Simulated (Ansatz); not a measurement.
Basis-set series for CH10B2Si2 (`B[Si](B)(C)[SiH3]`). Total charge 0; spin multiplicity 1. All single points use the PBE0-D4/def2-TZVP geometry.

| functional | basis | functions | energy (Eh) | HOMO (eV) | LUMO (eV) |
| --- | --- | --- | --- | --- | --- |
| PBE0-D4 | def2-SVP | 128 | -672.13880 | -7.17 | -1.99 |
| PBE0-D4 | def2-QZVPP | 611 | -672.46830 | -7.17 | -2.05 |
| ωB97M-V | def2-SVP | 128 | -672.36417 | -9.08 | -0.12 |
| ωB97M-V | def2-QZVPP | 611 | -672.70271 | -9.11 | -0.27 |

Q: Give the rows for def2-TZVPP. (Best estimate.)

A: Ansatz gave: 
```
functional       basis  functions  energy (Eh)  HOMO (eV)  LUMO (eV)
   PBE0-D4  def2-TZVPP        317   -672.44325      -7.17      -2.04
   ωB97M-V  def2-TZVPP        317   -672.67917      -9.11      -0.23
```
